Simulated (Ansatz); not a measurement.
A made-up structure of BCl2O (charge -1), closed shell:

```xyz
4
angstrom
O 0.1534 -1.3099 -0.9101
B 0.0243 -0.2072 -0.1439
Cl -1.2394 0.4319 0.8032
Cl 1.0617 1.0852 0.2508
```

It is relaxed with PBE-D4/def2-SVPD and then PBE0-D4/def2-TZVPD (Ansatz 0.2.0). Atoms count as bonded within 1.22 times the sum of their covalent radii (H–H: 0.88 Å). The end point is not checked to be a true minimum.

(1) Does its bonding change? (Judge from chemistry; the calculation decides.)

Answers

(1) The calculation gives: Yes. Formed: none; broken: Cl3–Cl4.

Where it ends: The first stage lowers the energy by 1.65 eV in 5 steps. It ends as BCl₂O ([O][B]([Cl])[Cl]), total charge -1:
O1  (0.142, -1.213, -0.842)
B2  (0.022, -0.192, -0.133)
Cl3  (-1.503, 0.299, 0.829)
Cl4  (1.338, 1.106, 0.147)
(Å)

Labels in which every atom is bracketed show which atoms are joined, not bond orders.

For scale, one of the runs: PBE0-D4/def2-TZVPD relaxation, 169 basis functions, launched by `ansatz run in.yaml --threads 2 --pin off --events-out ev --progress --plain --max-ram 4352MiB`. Hardware: 2 CPU threads of an Arm Neoverse V2, shared host. Wall time about 18 s.
